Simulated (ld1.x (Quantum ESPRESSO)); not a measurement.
Pseudopotential generation for zirconium: ultrasoft, revPBE, scalar-relativistic.

Input for ld1.x (Quantum ESPRESSO) 7.5:

```
&input
   title='Zr', zed=40., rel=1, dft='REVPBE', iswitch=3,
   config='[Kr] 4d2 5s2 5p0',
   nld=3, rlderiv=4.55, eminld=-2.0, emaxld=5.0, deld=0.02
 /
 &inputp
   pseudotype=3, tm=.true., lloc=-1, rcloc=3.75,
   nlcc=.false.,
   which_augfun='PSQ', rmatch_augfun=2.05,
   file_pseudopw='Zr.UPF', file_wfcaegen='ae.wfc', file_wfcncgen='nc.wfc', file_beta='beta', file_chi='chi', file_wfcusgen='us.wfc'
 /
6
5S  1  0   2.00   0.00  2.75  3.25  0.0
5S  1  0   0.00   0.30  2.75  3.25  0.0
5P  2  1   0.00   0.00  3.60  4.20  0.0
5P  2  1   0.00   1.40  3.60  4.20  0.0
4D  3  2   2.00   0.00  1.95  2.10  0.0
4D  3  2   0.00   3.10  1.95  2.10  0.0
 &test
   configts(1)='4d2 5s2 5p0'
 /
```

Command:

```bash
ld1.x < Zr.in > Zr.out
```

Resulting log (shortened: banner, matrices, multipoles, cross overlaps and the repeated all-electron block are left out):

```
Program LD1 v.7.5
     --------------------------- All-electron run ----------------------------

     Zr
     scalar relativistic calculation

     atomic number is 40.00
     dft =REVPBE   lsd =0 sic =0 latt =0  beta=0.20 tr2=1.0E-14
     Exchange-correlation= REVPBE
                           (   1   4   4   4   0   0   0)
     mesh =1225 r(mesh) = 100.59681 a.u. xmin = -7.00 dx = 0.01250
     1 Ry =  13.60569312 eV, c = 137.03599908

     n l     nl                  e(Ry)          e(Ha)          e(eV)
     1 0     1S 1( 2.00)     -1310.1910      -655.0955    -17826.0564
     2 0     2S 1( 2.00)      -181.5409       -90.7705     -2469.9903
     2 1     2P 1( 6.00)      -161.8676       -80.9338     -2202.3206
     3 0     3S 1( 2.00)       -29.7568       -14.8784      -404.8616
     3 1     3P 1( 6.00)       -23.3480       -11.6740      -317.6651
     4 0     4S 1( 2.00)        -4.0052        -2.0026       -54.4937
     4 1     4P 1( 6.00)        -2.3854        -1.1927       -32.4548
     3 2     3D 1(10.00)       -12.8380        -6.4190      -174.6700
     4 2     4D 1( 2.00)        -0.2621        -0.1310        -3.5655
     5 0     5S 1( 2.00)        -0.3229        -0.1615        -4.3937
     5 1     5P 1( 0.00)        -0.1065        -0.0533        -1.4495

     final scf error:  2.9E-15 reached in  24 iterations

     Etot =   -7197.448525 Ry,   -3598.724262 Ha,  -97926.275895 eV

     Ekin =    7400.607273 Ry,    3700.303636 Ha,  100690.391475 eV
     Encl =  -17329.838031 Ry,   -8664.919015 Ha, -235784.458116 eV
     Eh   =    2959.955780 Ry,    1479.977890 Ha,   40272.250002 eV
     Exc  =    -228.173547 Ry,    -114.086773 Ha,   -3104.459256 eV

     normalization and overlap integrals

     s(1S/1S) =  1.000000  <r> =   0.0371  <r2> =    0.0019  r(max) =   0.0241
     s(2S/2S) =  1.000000  <r> =   0.1626  <r2> =    0.0312  r(max) =   0.1368
     s(2P/2P) =  1.000000  <r> =   0.1417  <r2> =    0.0245  r(max) =   0.1093
     s(3S/3S) =  1.000000  <r> =   0.4583  <r2> =    0.2409  r(max) =   0.4060
     s(3P/3P) =  1.000000  <r> =   0.4620  <r2> =    0.2488  r(max) =   0.4010
     s(4S/4S) =  1.000000  <r> =   1.2133  <r2> =    1.6694  r(max) =   1.0764
     s(4P/4P) =  1.000000  <r> =   1.3685  <r2> =    2.1502  r(max) =   1.1748
     s(3D/3D) =  1.000000  <r> =   0.4525  <r2> =    0.2476  r(max) =   0.3495
     s(4D/4D) =  1.000000  <r> =   2.2963  <r2> =    6.6258  r(max) =   1.5859
     s(5S/5S) =  1.000000  <r> =   3.7372  <r2> =   15.9664  r(max) =   3.1538
     s(5P/5P) =  1.000000  <r> =   5.2347  <r2> =   32.0552  r(max) =   4.1005

     ------------------------ End of All-electron run ------------------------

     --------------------- Generating US pseudopotential ---------------------

      Generating local potential from pseudized AE potential:
      Matching radius rcloc =   3.7500

      Local pseudo, rcloc= 3.710 Estimated cut-off energy=     1.76 Ry
      Wfc-us  5S rcutus= 3.274  Estimated cut-off energy=     4.19 Ry
      Wfc-us  5S rcutus= 3.274  Estimated cut-off energy=     5.35 Ry
      Wfc-us  5P rcutus= 4.204  Estimated cut-off energy=     4.25 Ry
      Wfc-us  5P rcutus= 4.204  Estimated cut-off energy=     8.71 Ry
      Wfc-us  4D rcutus= 2.088  Estimated cut-off energy=    26.04 Ry
      Wfc-us  4D rcutus= 2.088  Estimated cut-off energy=    47.60 Ry

     Q pseudized with Bessel functions
     Expected ecutrho=     105.5125 due to l1=  2   l2=  2

     ------------------- End of pseudopotential generation -------------------

     Computing logarithmic derivative in   4.56031
     Computing logarithmic derivative in   4.56031
     Computing the partial wave expansion
     R is outside the sphere for l=    0 j= 0.00
     R is outside the sphere for l=    0 j= 0.00
     R is outside the sphere for l=    1 j= 0.00
     R is outside the sphere for l=    1 j= 0.00
     R is outside the sphere for l=    2 j= 0.00
     R is outside the sphere for l=    2 j= 0.00

     ---------------------- Testing the pseudopotential ----------------------

     Zr
     scalar relativistic calculation

     atomic number is 40.00   valence charge is  4.00
     dft =REVPBE   lsd =0 sic =0 latt =0  beta=0.20 tr2=1.0E-14
     mesh =1225 r(mesh) = 100.59681 xmin = -7.00 dx = 0.01250

     n l     nl             e AE (Ry)        e PS (Ry)    De AE-PS (Ry)
     3 2     4D   1( 2.00)       -0.26206       -0.26206        0.00000
     1 0     5S   1( 2.00)       -0.32293       -0.32293        0.00000
     2 1     5P   1( 0.00)       -0.10654       -0.10654        0.00000

     eps = 1.4E-16  iter =  3

     Etot =   -7197.448525 Ry,   -3598.724262 Ha,  -97926.275895 eV
     Etotps =    -5.578218 Ry,      -2.789109 Ha,     -75.895529 eV

     Ekin =       5.084970 Ry,       2.542485 Ha,      69.184539 eV
     Encl =     -11.476647 Ry,      -5.738323 Ha,    -156.147735 eV
     Ehrt =       4.883282 Ry,       2.441641 Ha,      66.440441 eV
     Ecxc =      -1.660603 Ry,      -0.830301 Ha,     -22.593652 eV
     Epseu=      -2.409221 Ry,      -1.204611 Ha,     -32.779122 eV

     ---------------------- End of pseudopotential test ----------------------
```

Generation and configuration tests took about 1.8 s on one core of a shared server CPU.

Transferability test of the new file with ld1.x, input:

```
&input
   title='Zr', zed=40., rel=1, dft='REVPBE', iswitch=2,
   config='[Kr] 4d2 5s2 5p0'
 /
 &test
   file_pseudo='Zr.UPF', nconf=8,
   configts(1)='4d2 5s2 5p0',
   configts(2)='4d2 5s1 5p0',
   configts(3)='4d2 5s0 5p0',
   configts(4)='4d1 5s0 5p0',
   configts(5)='4d2.5 5s1.5 5p0',
   configts(6)='4d3 5s0 5p0',
   configts(7)='4d1 5s2 5p1',
   configts(8)='4d2 5s0 5p2'
 /
```

```bash
ld1.x < Zr.test.in > Zr.test.out
```

Pseudopotential blocks of its output, shortened (energy terms left out):

```
     ---------------------- Testing the pseudopotential ----------------------

     n l     nl             e AE (Ry)        e PS (Ry)    De AE-PS (Ry)
     3 2     4D   1( 2.00)       -0.26206       -0.26206        0.00000
     1 0     5S   1( 2.00)       -0.32293       -0.32293        0.00000
     2 1     5P   1( 0.00)       -0.10654       -0.10654        0.00000

     eps = 1.4E-16  iter =  3

     Etot =   -7197.448525 Ry,   -3598.724262 Ha,  -97926.275895 eV
     Etotps =    -5.578218 Ry,      -2.789109 Ha,     -75.895529 eV

     ---------------------- End of pseudopotential test ----------------------

          ---------------------- Testing the pseudopotential ----------------------

     n l     nl             e AE (Ry)        e PS (Ry)    De AE-PS (Ry)
     3 2     4D   1( 2.00)       -0.72933       -0.73534        0.00601  !
     1 0     5S   1( 1.00)       -0.72304       -0.71906       -0.00398
     2 1     5P   1( 0.00)       -0.45513       -0.45363       -0.00150

     eps = 3.1E-15  iter = 17

     Etot =   -7196.929240 Ry,   -3598.464620 Ha,  -97919.210673 eV
     Etotps =    -5.059993 Ry,      -2.529997 Ha,     -68.844716 eV
     dEtot_ae =       0.519284 Ry
     dEtot_ps =       0.518225 Ry,   Delta E=       0.001059 Ry

     ---------------------- End of pseudopotential test ----------------------

          ---------------------- Testing the pseudopotential ----------------------

     n l     nl             e AE (Ry)        e PS (Ry)    De AE-PS (Ry)
     3 2     4D   1( 2.00)       -1.26533       -1.26688        0.00154
     1 0     5S   1( 0.00)       -1.16863       -1.12687       -0.04176  !
     2 1     5P   1( 0.00)       -0.85398       -0.82471       -0.02927  !

     eps = 2.5E-16  iter = 12

     Etot =   -7195.988633 Ry,   -3597.994316 Ha,  -97906.413056 eV
     Etotps =    -4.137235 Ry,      -2.068618 Ha,     -56.289956 eV
     dEtot_ae =       1.459892 Ry
     dEtot_ps =       1.440983 Ry,   Delta E=       0.018909 Ry

     ---------------------- End of pseudopotential test ----------------------

          ---------------------- Testing the pseudopotential ----------------------

     n l     nl             e AE (Ry)        e PS (Ry)    De AE-PS (Ry)
     3 2     4D   1( 1.00)       -2.06807       -2.07957        0.01150  !
     1 0     5S   1( 0.00)       -1.78032       -1.71556       -0.06476  !
     2 1     5P   1( 0.00)       -1.39665       -1.35191       -0.04474  !

     eps = 6.5E-15  iter = 18

     Etot =   -7194.331111 Ry,   -3597.165555 Ha,  -97883.861318 eV
     Etotps =    -2.470734 Ry,      -1.235367 Ha,     -33.616052 eV
     dEtot_ae =       3.117414 Ry
     dEtot_ps =       3.107484 Ry,   Delta E=       0.009930 Ry

     ---------------------- End of pseudopotential test ----------------------

          ---------------------- Testing the pseudopotential ----------------------

     n l     nl             e AE (Ry)        e PS (Ry)    De AE-PS (Ry)
     3 2     4D   1( 2.50)       -0.21103       -0.21250        0.00148
     1 0     5S   1( 1.50)       -0.29853       -0.29602       -0.00251
     2 1     5P   1( 0.00)       -0.09426       -0.09412       -0.00014

     eps = 4.9E-15  iter = 27

     Etot =   -7197.411303 Ry,   -3598.705651 Ha,  -97925.769463 eV
     Etotps =    -5.542131 Ry,      -2.771066 Ha,     -75.404539 eV
     dEtot_ae =       0.037222 Ry
     dEtot_ps =       0.036087 Ry,   Delta E=       0.001135 Ry

     ---------------------- End of pseudopotential test ----------------------

          ---------------------- Testing the pseudopotential ----------------------

     n l     nl             e AE (Ry)        e PS (Ry)    De AE-PS (Ry)
     3 2     4D   1( 3.00)       -0.59272       -0.58416       -0.00856  !
     1 0     5S   1( 0.00)       -0.64616       -0.62463       -0.02153  !
     2 1     5P   1( 0.00)       -0.40196       -0.39014       -0.01182  !

     eps = 1.6E-15  iter = 12

     Etot =   -7196.904950 Ry,   -3598.452475 Ha,  -97918.880187 eV
     Etotps =    -5.048438 Ry,      -2.524219 Ha,     -68.687502 eV
     dEtot_ae =       0.543575 Ry
     dEtot_ps =       0.529780 Ry,   Delta E=       0.013794 Ry

     ---------------------- End of pseudopotential test ----------------------

          ---------------------- Testing the pseudopotential ----------------------

     n l     nl             e AE (Ry)        e PS (Ry)    De AE-PS (Ry)
     3 2     4D   1( 1.00)       -0.46264       -0.43612       -0.02652  !
     1 0     5S   1( 2.00)       -0.42868       -0.43338        0.00470
     2 1     5P   1( 1.00)       -0.17540       -0.17564        0.00024

     eps = 9.7E-15  iter = 21

     Etot =   -7197.228715 Ry,   -3598.614358 Ha,  -97923.285238 eV
     Etotps =    -5.367400 Ry,      -2.683700 Ha,     -73.027201 eV
     dEtot_ae =       0.219809 Ry
     dEtot_ps =       0.210818 Ry,   Delta E=       0.008991 Ry

     ---------------------- End of pseudopotential test ----------------------

          ---------------------- Testing the pseudopotential ----------------------

     n l     nl             e AE (Ry)        e PS (Ry)    De AE-PS (Ry)
     3 2     4D   1( 2.00)       -0.40870       -0.41441        0.00571  !
     1 0     5S   1( 0.00)       -0.41811       -0.41071       -0.00740  !
     2 1     5P   1( 2.00)       -0.18473       -0.18439       -0.00033

     eps = 4.9E-15  iter = 15

     Etot =   -7196.996554 Ry,   -3598.498277 Ha,  -97920.126517 eV
     Etotps =    -5.131731 Ry,      -2.565865 Ha,     -69.820756 eV
     dEtot_ae =       0.451971 Ry
     dEtot_ps =       0.446488 Ry,   Delta E=       0.005483 Ry

     ---------------------- End of pseudopotential test ----------------------
```
